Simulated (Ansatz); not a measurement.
Task: Name a neutral molecule of C, Ga, O and H with zero-point energy (PBE0-D4/def2-TZVP) between 213 and 229 kJ/mol and HOMO–LUMO gap (ωB97M-V/def2-TZVPP) between 10.55 and 10.85 eV (Ansatz, PBE0-D4/def2-TZVP geometry).

Result: `CC[O][GaH2]` (219.5 kJ/mol, 10.67 eV). Other molecules can fit too; these were computed, each in one conformer that needn't be the lowest.
